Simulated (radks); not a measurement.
Values are calculated unless marked as measured or tabulated.
Ionisation of neutral tungsten, [Xe] 4f14 5d4 6s2, to [Xe] 4f14 5d4 6s1 as the strength of local exchange is varied. Level of theory: Dirac Kohn-Sham, Slater X-alpha exchange (alpha = 2/3 is LDA exchange), no correlation, spin-unpolarised, spherical densities, finite nucleus; open shells fill j = l - 1/2 first; Fermi nuclear charge, rms radius 5.3658 fm (a radial shooting solver on a logarithmic mesh with Libxc functionals).

| alpha | E(W) (hartree) | exchange (hartree) | IE (eV) | -e of the level emptied (eV) | <r> of it (bohr) |
|---|---|---|---|---|---|
| 0.667 | -16146.4674 | -307.9669 | 8.005 | 4.837 (6s1/2) | 3.237 |
| 0.672 | -16148.7762 | -310.3236 | 8.036 | 4.865 (6s1/2) | 3.234 |
| 0.792 | -16204.2939 | -367.0951 | 8.814 | 5.569 (6s1/2) | 3.147 |
| 0.859 | -16235.3806 | -398.9699 | 9.265 | 5.983 (6s1/2) | 3.100 |
| 0.902 | -16255.3655 | -419.4938 | 9.561 | 6.256 (6s1/2) | 3.071 |
| 0.994 | -16298.2122 | -463.5806 | 10.210 | 6.860 (6s1/2) | 3.009 |
| 1.03 | -16315.0111 | -480.8970 | 10.470 | 7.103 (6s1/2) | 2.985 |
| x | -16175.5841 | -337.7122 | 8.407 | 5.199 (6s1/2) | 3.191 |

Which alpha was used in the last row?

Answer. alpha = 0.73. NIST Atomic Spectra Database: 7.864 eV (measured). The central value is not met in this range of alpha. Spin polarisation and multiplet splitting are left out, so open shells lie too high by an amount that depends on their filling.

Beside tabulated values, note that spin-unpolarised runs miss the spin-polarisation part of the exchange energy of open shells.
